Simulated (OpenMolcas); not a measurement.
Computed levels of 4s2 4p2 in ions with 32 electrons, in cm-1 above 3P0.

```yaml
Program: OpenMolcas 26.06
Method: RASSCF
Basis: ANO-RCC-VQZP
Scalar_Hamiltonian: DKH2, point nucleus
Spin-orbit_coupling: RASSI with atomic mean-field integrals over the reference wave functions, term energies averaged over their components
```

Active space for each ion: 2 electrons in 9 orbitals (RAS2 4p; RAS3 4d 5s, at most 1 electron).

| Level | As+ | Se2+ | Kr4+ |
| --- | --- | --- | --- |
| 3P1 | 886 | 1452 | 3166 |
| 3P2 | 2253 | 3523 | 6966 |
| 1D2 | 12470 | 15439 | 21909 |
| 1S0 | 28375 | 34246 | 45602 |

Estimate 3P2, 1D2, 1S0 for Br3+ from its neighbours Se2+ and Kr4+.

3P2 is fine structure, which grows about as the fourth power of a screened charge, so the fourth roots are averaged: ((3523^0.25 + 6966^0.25) / 2)^4 = 5026. The calculation gives 5083, so the estimate is off by -1.1 %.
1D2 is another term, which grows about linearly with the charge: (15439 + 21909) / 2 = 18674. The calculation gives 18534, so the estimate is off by +0.8 %.
1S0 is another term, which grows about linearly with the charge: (34246 + 45602) / 2 = 39924. The calculation gives 39902, so the estimate is off by +0.1 %.

With the s shell closed, the reference lacks s² → p² mixing. Without dynamic correlation excited terms often stand tens of per cent too high (terms of higher spin than the ground term too low), and those without a measured partner can miss by more than the paired ones (holds for As+). Only configurations of the active space appear.
